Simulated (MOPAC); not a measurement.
MOPAC input (PM7):

```
PM7 FORCE THERMO(298,298) PRECISE LET CHARGE=1 GEO-OK AUX(PRECISION=9) THREADS=1
HGeO2

Ge   -0.03513399 1   -0.07712623 1    0.07339484 1
O     1.13494256 1    0.24802875 1   -0.91645900 1
O    -1.23491507 1   -0.04571867 1    0.85186123 1
H     1.96538340 1   -0.10824055 1   -1.23840138 1
```

Output:

```
 *******************************************************************************
 **                                                                           **
 **                              MOPAC v23.2.5                                **
 **                                                                           **
 *******************************************************************************
 ** MOPAC's Digital Object Identifier: https://doi.org/10.5281/zenodo.6511958 **
 **                                                                           **
 ** Please cite the open-source release paper for use of this MOPAC version:  **
 ** J. E. Moussa and J. J. P. Stewart (2026)                                  **
 ** MOPAC: An open-source semiempirical molecular orbital program             **
 ** J. Open Source Softw., 11(119), 8025, https://doi.org/10.21105/joss.08025 **
 *******************************************************************************

                              PM7 CALCULATION RESULTS

 *******************************************************************************
 *  PM7        - The PM7 Hamiltonian to be used
 *  GEO-OK     - OVERRIDE INTERATOMIC DISTANCE AND OTHER SAFETY CHECKS
 *
 *
 *
 *                 CHARGE ON SYSTEM = +1
 *
 *
 *
 *  LET        - OVERRIDE SOME SAFETY CHECKS
 *  PRECISE    - TIGHTER CRITERIA TO BE USED
 *  FORCE      - FORCE CALCULATION SPECIFIED
 *  AUX        - OUTPUT AUXILIARY INFORMATION
 *  THERMO     - THERMODYNAMIC QUANTITIES TO BE CALCULATED
 *******************************************************************************
PM7 FORCE THERMO(298,298) PRECISE LET CHARGE=1 GEO-OK AUX(PRECISION=9) THREADS=1
 HGeO2

   ATOM   CHEMICAL          X               Y               Z
  NUMBER   SYMBOL      (ANGSTROMS)     (ANGSTROMS)     (ANGSTROMS)

     1      Ge         -0.03513399  *  -0.07712623  *   0.07339484  *
     2       O          1.13494256  *   0.24802875  *  -0.91645900  *
     3       O         -1.23491507  *  -0.04571867  *   0.85186123  *
     4       H          1.96538340  *  -0.10824055  *  -1.23840138  *

          CARTESIAN COORDINATES

    NO.       ATOM           X           Y           Z

     1        Ge         -0.0351     -0.0771      0.0734
     2         O          1.1349      0.2480     -0.9165
     3         O         -1.2349     -0.0457      0.8519
     4         H          1.9654     -0.1082     -1.2384

 General Reference for PM7:
 "Optimization of Parameters for Semiempirical Methods VI: More Modifications to the
 NDDO Approximations and Re-optimization of Parameters", J. J. P. Stewart, J. Mol. Mod., 1:32, 19 (2013)
 https://link.springer.com/article/10.1007/s00894-012-1667-x

           Empirical Formula: H O2 Ge  =     4 atoms

      MOLECULAR POINT GROUP   :   Cs

      RHF CALCULATION, NO. OF DOUBLY OCCUPIED LEVELS = 8

          HEAT OF FORMATION =     133.312300 KCALS/MOLE

          CARTESIAN COORDINATE DERIVATIVES

   NUMBER  ATOM         X            Y            Z

     1      Ge     -0.004963     0.001851     0.000000
     2       O      0.011147    -0.007754    -0.000000
     3       O      0.004479    -0.001759    -0.000000
     4       H     -0.010662     0.007662    -0.000000

 DIPOLE           X         Y         Z       TOTAL
 POINT-CHG.     1.274    -1.593    -0.000     2.040
 HYBRID         0.492    -0.132    -0.000     0.509
 SUM            1.766    -1.725    -0.000     2.468

          GRADIENT NORM =   0.02020

          MOLECULAR WEIGHT =  105.60

          ROTATIONAL CONSTANTS IN CM(-1)

          A =   17.16309415   B =    0.22104113   C =    0.21823057

           PRINCIPAL MOMENTS OF INERTIA IN UNITS OF 10**(-40)*GRAM-CM**2

          A =        1.6310   B =      126.6405   C =      128.2714

          ORIENTATION OF MOLECULE IN FORCE CALCULATION

    NO.       ATOM         X         Y         Z

     1         Ge      -0.0502   -0.0506    0.0000
     2          O       1.5165   -0.0506    0.0000
     3          O      -1.4315    0.3213    0.0000
     4          H       2.2662   -0.6492   -0.0000

    FIRST DERIVATIVES WILL BE USED IN THE CALCULATION OF SECOND DERIVATIVES

    FOR POINT-GROUP Cs   THERE ARE   2 UNIQUE SYMMETRY FUNCTIONS.

(To convert to Hartree/Bohr^2, multiply by (10^(-21) x N x a0^2)/(4.184 x 627.51) =  0.0642)

           FORCE MATRIX IN MILLIDYNES/ANGSTROM

                 Ge  1       O  2       O  3       H  4
 ------------------------------------------------------
    Ge    1  12.702530
     O    2   4.443755   7.086661
     O    3   7.840723   0.068606   7.887911
     H    4   0.609438   3.349602   0.051740   3.895310

          HEAT OF FORMATION =     133.312300 KCALS/MOLE

          ZERO POINT ENERGY       7.402 KCAL/MOL

           NORMAL COORDINATE ANALYSIS (Total motion = 1 Angstrom)

   Root No.       1         2         3         4         5         6

                 1 A'      1 A"      2 A'      3 A'      4 A'      5 A'

                 111.1     194.7     456.2     762.5    1031.0    2622.6

           1   -0.0172    0.0000    0.0044   -0.0500   -0.1560   -0.0011
           2   -0.1139    0.0000    0.0072   -0.0043    0.0340    0.0006
           3    0.0000   -0.0310    0.0000    0.0000    0.0000   -0.0000
           4   -0.0134    0.0000   -0.0612    0.3398    0.1366   -0.0441
           5    0.2228    0.0000   -0.0780   -0.0273   -0.0038    0.0310
           6   -0.0000   -0.0033   -0.0000   -0.0000   -0.0000    0.0000
           7    0.0850   -0.0000    0.0099   -0.1404    0.5636   -0.0001
           8    0.2710   -0.0000   -0.0005    0.0363   -0.1512   -0.0001
           9   -0.0000    0.0889   -0.0000   -0.0000   -0.0000    0.0000
          10    0.1026   -0.0000    0.4962    0.4328    0.1192    0.7784
          11    0.3634   -0.0000    0.7298    0.1672    0.0157   -0.5353
          12    0.0000    0.8768    0.0000    0.0000   -0.0000   -0.0000

           MASS-WEIGHTED COORDINATE ANALYSIS (NORMAL COORDINATES)

   Root No.       1         2         3         4         5         6

                 1 A'      1 A"      2 A'      3 A'      4 A'      5 A'

                 111.1     194.7     456.2     762.5    1031.0    2622.6

           1   -0.0820    0.0000    0.0387   -0.2642   -0.4817   -0.0094
           2   -0.5429    0.0000    0.0627   -0.0227    0.1049    0.0055
           3    0.0000   -0.2683    0.0000    0.0000    0.0000   -0.0000
           4   -0.0300    0.0000   -0.2514    0.8437    0.1980   -0.1813
           5    0.4986    0.0000   -0.3203   -0.0678   -0.0056    0.1275
           6   -0.0000   -0.0134   -0.0000   -0.0000   -0.0000    0.0000
           7    0.1902   -0.0000    0.0405   -0.3486    0.8172   -0.0004
           8    0.6065   -0.0000   -0.0021    0.0901   -0.2192   -0.0005
           9   -0.0000    0.3607   -0.0000   -0.0000   -0.0000    0.0000
          10    0.0576   -0.0000    0.5113    0.2698    0.0434    0.8034
          11    0.2041   -0.0000    0.7521    0.1042    0.0057   -0.5525
          12    0.0000    0.8931    0.0000    0.0000   -0.0000   -0.0000

          DESCRIPTION OF VIBRATIONS

 VIBRATION          1    1A'         ATOM PAIR     ENERGY CONTRIBUTION    RADIAL
 FREQUENCY           111.15         Ge1 -- O 2         +83.8% (186.7%)      0.2%
 TRANSITION DIPOLE   0.8541         Ge1 -- O 3         +13.1% ( 73.7%)      0.1%
 TRAVEL (Ang.)       0.2438         O 2 -- H 4          +3.1% ( 36.1%)     67.4%
 REDUCED MASS       10.2064
 EFFECTIVE MASS     56.6580
 FORCE CONSTANT      0.0743

 VIBRATION          2    1A"         ATOM PAIR     ENERGY CONTRIBUTION    RADIAL
 FREQUENCY           194.66         O 2 -- H 4         +93.2% ( 79.8%)      0.0%
 TRANSITION DIPOLE   0.9756         Ge1 -- O 3          +6.0% ( 20.3%)      0.0%
 TRAVEL (Ang.)       0.5185         Ge1 -- O 2          +0.8% (  7.2%)      0.0%
 REDUCED MASS        1.2884
 EFFECTIVE MASS      3.7542
 FORCE CONSTANT      0.0288

 VIBRATION          3    2A'         ATOM PAIR     ENERGY CONTRIBUTION    RADIAL
 FREQUENCY           456.18         O 2 -- H 4         +85.4% ( 99.5%)      0.3%
 TRANSITION DIPOLE   1.0489         Ge1 -- O 2         +14.2% ( 40.6%)     36.4%
 TRAVEL (Ang.)       0.3614         Ge1 -- O 3          +0.4% (  6.6%)      8.2%
 REDUCED MASS        1.1315
 EFFECTIVE MASS      3.8940
 FORCE CONSTANT      0.1387

 VIBRATION          4    3A'         ATOM PAIR     ENERGY CONTRIBUTION    RADIAL
 FREQUENCY           762.53         Ge1 -- O 2         +57.7% (104.4%)     99.8%
 TRANSITION DIPOLE   1.7722         O 2 -- H 4         +37.0% ( 83.6%)     86.1%
 TRAVEL (Ang.)       0.1000         Ge1 -- O 3          +5.3% ( 31.5%)     61.8%
 REDUCED MASS        8.8464
 EFFECTIVE MASS     19.7985
 FORCE CONSTANT      3.0306

 VIBRATION          5    4A'         ATOM PAIR     ENERGY CONTRIBUTION    RADIAL
 FREQUENCY          1031.00         Ge1 -- O 3         +86.0% ( 96.8%)    100.0%
 TRANSITION DIPOLE   2.8775         Ge1 -- O 2         +12.2% ( 36.5%)     97.4%
 TRAVEL (Ang.)       0.0723         O 2 -- H 4          +1.8% ( 14.0%)     68.0%
 REDUCED MASS       12.5102
 EFFECTIVE MASS     26.1255
 FORCE CONSTANT      7.8349

 VIBRATION          6    5A'         ATOM PAIR     ENERGY CONTRIBUTION    RADIAL
 FREQUENCY          2622.59         O 2 -- H 4         +99.5% (100.0%)     99.5%
 TRANSITION DIPOLE   2.6361         Ge1 -- O 2          +0.5% (  6.9%)     66.5%
 TRAVEL (Ang.)       0.1645
 REDUCED MASS        0.9497
 EFFECTIVE MASS      1.3464
 FORCE CONSTANT      3.8485

      SYMMETRY NUMBER FOR POINT-GROUP Cs  =  1

          SYSTEM IS A GROUND STATE

 HGeO2

          MOLECULE IS NOT LINEAR

          THERE ARE  6 GENUINE VIBRATIONS IN THIS SYSTEM
          THIS THERMODYNAMICS CALCULATION IS LIMITED TO
          MOLECULES WHICH HAVE NO INTERNAL ROTATIONS

                    CALCULATED THERMODYNAMIC PROPERTIES
                                          *
   TEMP. (K)   PARTITION FUNCTION   H.O.F.    ENTHALPY  HEAT CAPACITY ENTROPY
                                   KCAL/MOL   CAL/MOLE    CAL/K/MOL  CAL/K/MOL

 298.00  VIB.     0.4589D+01                  1043.1696     6.1928     6.5286
         ROT.     0.5807D+04                   888.2803     2.9808    20.2034
         INT.     0.2665D+05                  1931.4499     9.1736    26.7320
         TRA.     0.1049D+28                  1480.4672     4.9680    39.8781
         TOT.                      133.312    3411.9170    14.1417    66.6101

   *: NOTE: HEATS OF FORMATION ARE RELATIVE TO THE
            ELEMENTS IN THEIR STANDARD STATE AT 298K
              (=  Standard Enthalpy of Formation).

            Hvib:  Zero-point energy is not included.
                   frequencies of less than zero cm-1 are not included.
            Hrot = (3/2)RT
            Htra = (3/2)RT + pV = (5/2)RT

            Heat capacity is Cp, not Cv

          For more information, see: HTTP://OpenMOPAC.net/Manual/thermochemistry.html

           FORCE CONSTANT IN CARTESIAN COORDINATES (Millidynes/A)

    ATOM   CHEMICAL       X               Y               Z
   NUMBER   SYMBOL  FORCE CONSTANT  FORCE CONSTANT  FORCE CONSTANT

      1      Ge       12.328669        0.711311        0.117042
      2       O        6.549178        1.311494       -0.000212
      3       O        7.364633        0.569109        0.046893
      4       H        2.695202        1.320573        0.017940

 **********************
 *                    *
 * JOB ENDED NORMALLY *
 *                    *
 **********************

 == MOPAC DONE ==
```

The dipole moment of an ion depends on the origin.
